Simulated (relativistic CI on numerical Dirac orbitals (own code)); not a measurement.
# Forbidden lines of Dy XXXI

Method of calculation: Dirac-Coulomb-Breit CI, separate exchange-only KLI orbitals for each configuration, model QED (radiative potential, 1s self-energy scaled to tabulated hydrogen-like ionisation energies), unscaled Slater integrals (own radial code, finite nucleus).

CI space (outside the closed core [Ar] 3d10): 4s²4p⁶, 4s²4p⁵4d, 4s4p⁶4d, 4s²4p⁵4f, 4s4p⁶4f, 4s²4p⁵5s, 4p⁶4d4f, 4s²4p⁵5p, 4s4p⁶5s, 4s²4p⁵5d, 4s4p⁶5p, 4s²4p⁵5f, 4s²4p⁵5g, 4s4p⁶5d, 4s²4p⁵6s, 4p⁶4f5s, 4s4p⁶5f, 4s²4p⁵6p, 4s4p⁶5g, 4s²4p⁵6d, 4s²4p⁵6f, 4p⁶4d², 4p⁵4d³, 4p⁵4d²4f, 4p⁵4d²5s, 4p⁵4d²5p, 4p⁶4f², 4p⁵4d4f², 4p⁵4f³, 4p⁵4f²5s, 4p⁵4f²5p, 4p⁶4d5s, 4p⁵4d4f5s, 4p⁵4d5s², 4p⁵4d5s5p. Double excitations out of closed p, d and f shells are left out; levels of such configurations are missing from the list, as are those of other unlisted configurations, and high levels can miss mixing partners. These lack a partner that the ground configuration has and come out too high: 4s²4p⁵5d, 4s²4p⁵5f, 4s²4p⁵5g, 4s²4p⁵6s, 4s²4p⁵6p.

| λ vac (Å) | Lower | Upper | Type | A (s⁻¹) | gf | Branching (%) |
| --- | --- | --- | --- | --- | --- | --- |
| 35.725 | 4s²4p⁵4d ³P°0 [2] | 4s²4p⁵5s ³P°2 [34] | E2 | 3.23e+07 | 3.09e-05 | 4.4 |
| 36.069 | 4s²4p⁵4d ³P°1 [3] | 4s²4p⁵5s ³P°2 [34] | E2 | 9.16e+07 | 8.93e-05 | 12.6 |
| 36.187 | 4s²4p⁵4d ³F°2 [10] | 4s²4p⁵5s ³P°0 [38] | E2 | 3.02e+08 | 5.93e-05 | 18.1 |
| 36.388 | 4s²4p⁵4d ³F°3 [4] | 4s²4p⁵5s ³P°2 [34] | E2 | 9.43e+07 | 9.36e-05 | 13.0 |
| 36.511 | 4s²4p⁵4d ³D°2 [5] | 4s²4p⁵5s ³P°2 [34] | E2 | 1.18e+08 | 1.18e-04 | 16.2 |
| 37.149 | 4s²4p⁵4d ³F°4 [6] | 4s²4p⁵5s ³P°2 [34] | E2 | 2.54e+08 | 2.62e-04 | 34.9 |
| 37.375 | 4s²4p⁵4d ³D°2 [11] | 4s²4p⁵5s ³P°0 [38] | E2 | 3.89e+08 | 8.14e-05 | 23.2 |
| 37.949 | 4s²4p⁵4d ³D°3 [8] | 4s²4p⁵5s ³P°2 [34] | E2 | 9.10e+07 | 9.83e-05 | 12.5 |
| 42.845 | 4s4p⁶4d ³D1 [14] | 4p⁶4d² ³P1 [49] | E2 | 8.04e+07 | 6.63e-05 | n/a |
| 43.403 | 4s4p⁶4d ³D3 [16] | 4p⁶4d² ¹G4 [51] | E2 | 7.14e+07 | 1.82e-04 | n/a |
| 43.439 | 4s4p⁶4d ³D2 [15] | 4p⁶4d² ³F4 [48] | E2 | 3.65e+07 | 9.29e-05 | n/a |
| 43.560 | 4s4p⁶4d ³D1 [14] | 4p⁶4d² ³F3 [46] | E2 | 3.28e+07 | 6.54e-05 | n/a |
| 44.072 | 4s4p⁶4d ³D2 [15] | 4p⁶4d² ³F3 [46] | E2 | 7.42e+07 | 1.51e-04 | n/a |
| 44.581 | 4s4p⁶4d ³D3 [16] | 4p⁶4d² ³P1 [49] | E2 | 6.89e+07 | 6.15e-05 | n/a |
| 44.685 | 4s4p⁶4d ³D3 [16] | 4p⁶4d² ³F4 [48] | E2 | 6.16e+07 | 1.66e-04 | n/a |
| 45.145 | 4s4p⁶4d ¹D2 [17] | 4p⁶4d² ¹G4 [51] | E2 | 8.15e+07 | 2.24e-04 | n/a |
| 45.283 | 4s4p⁶4f ³F°4 [32] | 4p⁶4d4f ³H°6 [170] | E2 | 8.01e+07 | 3.20e-04 | n/a |
| 45.356 | 4s4p⁶4d ³D3 [16] | 4p⁶4d² ³F3 [46] | E2 | 4.06e+07 | 8.77e-05 | n/a |
| 45.538 | 4s4p⁶4d ³D2 [15] | 4p⁶4d² ³F2 [44] | E2 | 7.32e+07 | 1.14e-04 | n/a |
| 46.535 | 4s4p⁶4d ¹D2 [17] | 4p⁶4d² ³F4 [48] | E2 | 5.13e+07 | 1.50e-04 | n/a |

Terms are leading LS components. Brackets give the number of a level in order of energy, since labels repeat. The list gives strong lines, with weight on those to low levels, among the lowest 400 of 2891 levels, so that lines to higher ones, which can be the strongest, are missing. Levels whose partners in the same complex of configurations lie outside the list can be far off, and so can their lines. Rates are taken at the computed energies, electric ones in the length gauge.

At this charge energies of transitions that change n are usually good to better than 1 %, and those within a shell (Δn = 0) to a few per cent.

LS names give the leading component of a level, which can be under half, so a name can repeat, a term be missing and a line seem to break the LS rules.
